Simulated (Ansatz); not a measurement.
K3Na⁺. Total charge 1; doublet. Geometry PBE0/def2-TZVP, basis def2-TZVP, Ansatz.

```xyz
4

Na    0.204   -0.060    0.645
K    -3.005    0.678   -1.612
K     0.948   -0.241   -3.255
K     1.853   -0.377    4.222
```

```csv
run,HOMO (eV),LUMO (eV)
A,-6.29,-3.72
B,-5.27,-4.75
C,-5.66,-4.19
D,-5.24,-4.09
E,-5.37,-4.97
```

The structure comes from a short search, and lower isomers may exist.

HOMO and LUMO are taken over both spins.

Question: The runs used CAM-B3LYP, LDA (SPW92), PBE, PBE0, r2SCAN. Estimate which is which.

Answer: A CAM-B3LYP (range-separated); B PBE (0 % exact exchange); C PBE0 (25 % exact exchange); D r2SCAN (0 % exact exchange); E LDA (SPW92) (0 % exact exchange). Exact exchange lowers occupied and raises empty levels; among semilocal functionals meta-GGAs tend to open the gap a little, and such runs are hard to tell apart. The gap grows from 0.40 eV (LDA (SPW92)) to 2.57 eV (CAM-B3LYP).
